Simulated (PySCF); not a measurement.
A PySCF script (with the pyscf-properties extension) for the NMR shieldings of `FC(F)(F)[SiH2]SC1CC1`, C4H7F3SSi, on a GFN2-xTB geometry:

```python
import basis_set_exchange as bse
import numpy as np
from pyscf import gto, dft
from pyscf.prop import nmr

atoms = """
F    -1.337908    1.205885   -0.928810
C    -2.143071    0.349163   -0.265826
F    -3.384653    0.861376   -0.361819
F    -2.150912   -0.787971   -0.988660
Si   -1.610812    0.102933    1.592337
S     0.111881   -1.137692    1.655034
C     0.952089   -0.726405    0.100572
C     1.635183    0.595837   -0.039923
C     2.444917   -0.652687    0.118177
H    -2.707773   -0.602663    2.226110
H    -1.379339    1.469726    2.045361
H     0.456381   -1.167679   -0.751085
H     1.592985    1.081431   -1.002973
H     1.593058    1.277127    0.796302
H     2.940772   -0.815560    1.062244
H     2.979606   -1.043876   -0.733486
"""
names = dict.fromkeys(["F", "C", "Si", "S", "H"], "pcSseg-1")
basis = {el: gto.basis.parse(bse.get_basis(n, elements=[el], fmt="nwchem")) for el, n in names.items()}
mol = gto.M(atom=atoms, basis=basis, charge=0, verbose=0)
mf = dft.RKS(mol, xc="PBE0")
mf.grids.level = 2
mf.grids.alignment = dft.numint.BLKSIZE   # the property module wants whole blocks of grid points
mf.conv_tol = 1e-9
mf.kernel()

calc = nmr.RKS(mf)   # GIAO
C = mf.mo_coeff
Co = C[:, mf.mo_occ > 0]
resp = mf.gen_response(singlet=True, hermi=2)
def vind(x):   # induced exchange potential for any number of trial vectors
    d = np.einsum("pi,xij,qj->xpq", C, 2 * x.reshape(-1, C.shape[1], Co.shape[1]), Co, optimize=True)
    return np.einsum("xpq,pi,qj->xij", resp(d - d.transpose(0, 2, 1)), C, Co, optimize=True).ravel()
mo1, _ = nmr.rhf.solve_mo1(calc, with_cphf=vind)
sigma = calc.kernel(mo1)
for i, s in enumerate(sigma):   # ppm
    w = np.linalg.eigvalsh((s + s.T) / 2)
    print("%2d %-2s iso %8.1f  s11 %8.1f  s22 %8.1f  s33 %8.1f" % (i, mol.atom_pure_symbol(i), w.mean(), *w))
```

Question: What are the results?

Answer: 
```
 0 F  iso    235.5  s11    139.3  s22    246.8  s33    320.4
 1 C  iso     48.2  s11     45.2  s22     46.3  s33     53.0
 2 F  iso    241.8  s11    146.0  s22    250.5  s33    328.9
 3 F  iso    243.0  s11    140.5  s22    258.0  s33    330.5
 4 Si iso    383.7  s11    347.5  s22    382.3  s33    421.3
 5 S  iso    640.9  s11    476.7  s22    542.4  s33    903.5
 6 C  iso    171.5  s11    142.5  s22    152.6  s33    219.5
 7 C  iso    174.3  s11    135.8  s22    176.0  s33    211.1
 8 C  iso    175.7  s11    141.8  s22    176.3  s33    209.1
 9 H  iso     27.0  s11     23.3  s22     24.6  s33     33.0
10 H  iso     26.8  s11     23.2  s22     24.9  s33     32.3
11 H  iso     29.5  s11     21.9  s22     28.3  s33     38.4
12 H  iso     30.7  s11     25.1  s22     26.8  s33     40.2
13 H  iso     31.2  s11     26.5  s22     28.6  s33     38.3
14 H  iso     31.0  s11     24.7  s22     28.8  s33     39.5
15 H  iso     30.7  s11     24.5  s22     26.3  s33     41.3
```

These numbers come from an equivalent density-fitted implementation of the same equations, which agrees with the script to about 0.01 ppm for H and up to a few tenths of a ppm for heavy atoms, so last digits may differ.

Question: Turn these shieldings into chemical shifts. Referencing at the same level of theory: CFCl3 for ¹⁹F (σ = 170.95 ppm); TMS for ¹³C (σ = 186.93 ppm) and ²⁹Si (σ = 349.16 ppm) and ¹H (σ = 31.72 ppm); CS2 for ³³S (σ = 503.73 ppm).

Answer: Averaging equivalent atoms: F 0/2/3: -69.2; C 1: 138.8; C 6: 15.4; C 7/8: 11.9; Si 4: -34.5; S 5: -137; H 9/10: 4.83; H 11: 2.20; H 12/15: 1.00; H 13/14: 0.63 ppm. Unscaled 19F shifts against computed CFCl3 carry errors that often reach 10 to 50 ppm.

Size and cost of the density-fitted run: 202 basis functions, 70 s wall time on 1 thread of an Arm Neoverse N1, shared host; peak memory 0.91 GiB.
